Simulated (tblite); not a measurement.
Compound: C4HF2S2 (charge -1).
Bonds: F1–C2, C2–C3 (aromatic), C3–C4 (aromatic), C4–F5, C4–C6 (aromatic), C6–S7, C6–S8 (aromatic), C2–S8 (aromatic). Hydrogens: H9 on C3.
Bond orders are those of one Lewis drawing.

Computed with GFN2-xTB (tblite), gas phase: Langevin dynamics at 400 K from the optimised GFN2-xTB geometry, time step 0.5 fs, friction 0.01 fs⁻¹, 2000 steps.

Start geometry:
```
atom  x, y, z in Å
F1     -2.540   -0.949   -0.437
C2     -1.248   -0.590   -0.229
C3     -0.791    0.670   -0.036
C4      0.605    0.681    0.148
F5      1.250    1.866    0.359
C6      1.261   -0.528    0.106
S7      2.876   -0.903    0.278
S8      0.006   -1.792   -0.191
H9     -1.404    1.553   -0.024
```

The statistics below take the 31 frames saved every 25 fs from 250 to 1000 fs; their kinetic temperature (all 3N coordinates) averages 397 K.

Task: Give the mean, spread and extremes of the bond lengths.

Result: 
| bond | start (Å) | mean (Å) | standard deviation (Å) | shortest (Å) | longest (Å) |
| --- | --- | --- | --- | --- | --- |
| F1–C2 | 1.357 | 1.363 | 0.026 | 1.310 | 1.417 |
| C2–C3 | 1.354 | 1.356 | 0.023 | 1.297 | 1.395 |
| C3–C4 | 1.408 | 1.412 | 0.036 | 1.363 | 1.487 |
| C4–F5 | 1.365 | 1.372 | 0.033 | 1.326 | 1.443 |
| C4–C6 | 1.376 | 1.389 | 0.036 | 1.323 | 1.445 |
| C6–S7 | 1.667 | 1.671 | 0.033 | 1.582 | 1.750 |
| C6–S8 | 1.805 | 1.813 | 0.042 | 1.739 | 1.929 |
| C2–S8 | 1.737 | 1.747 | 0.037 | 1.664 | 1.809 |
| C3–H9 | 1.075 | 1.079 | 0.030 | 0.989 | 1.139 |

Task: Give the same statistics for bond angles, one of each kind among heavy atoms.

Result: 
| angle | start (°) | mean (°) | standard deviation (°) | smallest (°) | largest (°) |
| --- | --- | --- | --- | --- | --- |
| F1–C2–C3 | 126.1 | 125.4 | 3.6 | 116.6 | 132.8 |
| F1–C2–S8 | 120.5 | 120.3 | 3.9 | 113.1 | 128.6 |
| C3–C2–S8 | 113.4 | 112.9 | 2.9 | 108.1 | 119.8 |
| C2–C3–C4 | 111.1 | 111.2 | 2.6 | 103.6 | 115.7 |
| C3–C4–F5 | 119.7 | 119.6 | 3.7 | 112.8 | 127.4 |
| C3–C4–C6 | 117.5 | 117.2 | 2.9 | 110.3 | 124.0 |
| F5–C4–C6 | 122.8 | 122.3 | 3.6 | 116.3 | 130.5 |
| C4–C6–S7 | 131.0 | 131.0 | 4.8 | 119.1 | 141.5 |
| C4–C6–S8 | 106.8 | 106.2 | 2.6 | 101.6 | 111.3 |
| S7–C6–S8 | 122.2 | 122.0 | 4.8 | 113.3 | 132.5 |
| C2–S8–C6 | 91.2 | 91.2 | 2.6 | 84.1 | 96.9 |

Task: How far does each atom move about its mean position (frames aligned on the start, all atoms weighted alike), and what rms force does it feel?

Result: 
```csv
atom,rms displacement (Å),rms force (eV/Å)
F1,0.10,0.98
C2,0.09,1.72
C3,0.07,2.26
C4,0.08,2.56
F5,0.13,1.01
C6,0.08,2.07
S7,0.14,1.08
S8,0.10,1.13
H9,0.15,1.22
```

The displacements run from 0.07 to 0.15 Å, the largest at H9.

Task: How widely does the potential energy scatter, against a harmonic estimate?

Result: Mean 0.36 eV above the start, standard deviation 0.106 eV, range 0.19 to 0.61 eV. For 21 classical harmonic modes at 400 K the canonical values are 21kT/2 = 0.36 eV and kT·√(21/2) = 0.112 eV.

The run is classical and short, so these are rough statistics of one trajectory.

The cost below is that of the whole dynamics run. Time: 11 s; peak memory 0.18 GiB. Hardware: one thread, Arm Neoverse V1 (aarch64) (shared host).
